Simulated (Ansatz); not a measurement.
Species: CH3S, SMILES `[CH2]S` (H–C–S–H torsion 180°) (charge 0, multiplicity 2).

**Question.** Give a relaxed geometry from B3LYP-D3(BJ)/def2-TZVP run with Ansatz (a first-principles code).

**Answer.** This is not unique; one that fits is the end point of this relaxation, one of several conformers (outside a Z-matrix the atoms follow the SMILES, hydrogens last).
Z-matrix (Å, degrees):
```
C
H 1 1.0766
H 1 1.0777 2 121.17
S 1 1.7158 2 121.96 3 -179.92
H 4 1.3430 1 98.21 2 -0.11
```
